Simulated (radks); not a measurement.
The palladium ion Pd+, configuration [Kr] 4d8.5 5s0.5 (fractional occupations, a model configuration). All-electron calculation, Dirac Kohn-Sham, LDA (Slater exchange, Perdew-Wang correlation), spin-unpolarised, spherical densities, point nucleus; open shells fill j = l - 1/2 first. Program: a radial shooting solver on a logarithmic mesh with Libxc functionals.

Spin-orbit splittings of the eigenvalues, e(l+1/2) - e(l-1/2), with zeta = 2 splitting/(2l+1) and mean radii in bohr:

shell  occ.  splitting (eV)  zeta (eV)  <r> j=l-1/2  <r> j=l+1/2
2p        6           159.2      106.1       0.1172       0.1222
3p        6           27.75      18.50       0.3717       0.3826
3d       10           5.539      2.215       0.3559       0.3594
4p        6           4.548      3.032        1.015        1.047
4d      8.5          0.5008     0.2003        1.422        1.442
4f        0               ?          ?        15.93        15.93
5p        0          0.2903     0.1935        3.523        3.629
5d        0         0.01612   0.006449        7.016        7.072

Estimate the 4f splitting.

Answer. 3.531e-06 eV (zeta = 1.009e-06 eV).
